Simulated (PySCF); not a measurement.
# Correlation energy of Mn (manganese, neutral)

[Ar] 3d5 4s2, high-spin 6S determinant. Computed with PySCF 2.14 in x2c-TZVPPall with one added diffuse shell each of s, p, d, f type (7s6p5d3f1g, 80 functions), with the spin-free X2C one-electron Hamiltonian (Gaussian nucleus). Frozen: [Ar]; 7 electrons correlated.

```json
{"level": "CCSD", "correlation energy (mhartree)": "-134.84"}
{"level": "(T)", "correlation energy (mhartree)": "-4.18"}
{"level": "CCSD(T)", "correlation energy (mhartree)": "-139.02"}
```

Diagnostics: T1 = 0.024, D1 = 0.0787, largest double amplitude 0.073.

Cost of the coupled-cluster step: of the order of 17 core-seconds, for 7 correlated electrons.

Iterations:

```
CC2 = 0
CCSD nocc = (np.int64(6), np.int64(1)), nmo = (71, 71)
frozen orbitals [[0, 1, 2, 3, 4, 5, 6, 7, 8], [0, 1, 2, 3, 4, 5, 6, 7, 8]]
max_cycle = 100
direct = 0
conv_tol = 1e-08
conv_tol_normt = 1e-06
diis_space = 8
diis_start_cycle = 0
Init t2, MP2 energy = -0.120787432402842
Init E_corr(UCCSD) = -0.120787432463838
cycle = 1  E_corr(UCCSD) = -0.129046374435369  dE = -0.00825894197  norm(t1,t2) = 0.0691001
cycle = 2  E_corr(UCCSD) = -0.132304899795741  dE = -0.00325852536  norm(t1,t2) = 0.0306137
cycle = 3  E_corr(UCCSD) = -0.134788151125067  dE = -0.00248325133  norm(t1,t2) = 0.01558
cycle = 4  E_corr(UCCSD) = -0.134805356418533  dE = -1.72052935e-05  norm(t1,t2) = 0.00214879
cycle = 5  E_corr(UCCSD) = -0.134812950471059  dE = -7.59405253e-06  norm(t1,t2) = 0.00140685
cycle = 6  E_corr(UCCSD) = -0.134843868258823  dE = -3.09177878e-05  norm(t1,t2) = 0.000846594
cycle = 7  E_corr(UCCSD) = -0.13484021805231  dE = 3.65020651e-06  norm(t1,t2) = 0.000322046
cycle = 8  E_corr(UCCSD) = -0.134841734960544  dE = -1.51690823e-06  norm(t1,t2) = 0.000156152
cycle = 9  E_corr(UCCSD) = -0.134844071239204  dE = -2.33627866e-06  norm(t1,t2) = 8.48023e-05
cycle = 10  E_corr(UCCSD) = -0.134842418747698  dE = 1.65249151e-06  norm(t1,t2) = 3.98892e-05
cycle = 11  E_corr(UCCSD) = -0.134842407527538  dE = 1.12201596e-08  norm(t1,t2) = 1.43875e-05
cycle = 12  E_corr(UCCSD) = -0.134842598686355  dE = -1.91158816e-07  norm(t1,t2) = 5.35612e-06
cycle = 13  E_corr(UCCSD) = -0.134842658286046  dE = -5.95996917e-08  norm(t1,t2) = 1.56048e-06
cycle = 14  E_corr(UCCSD) = -0.134842643620405  dE = 1.46656417e-08  norm(t1,t2) = 6.54957e-07
cycle = 15  E_corr(UCCSD) = -0.134842637530268  dE = 6.09013634e-09  norm(t1,t2) = 2.32937e-07
UCCSD converged
E(UCCSD) = -1157.509343827202  E_corr = -0.1348426375302683
UCCSD(T) correction = -0.00418051930294173
```
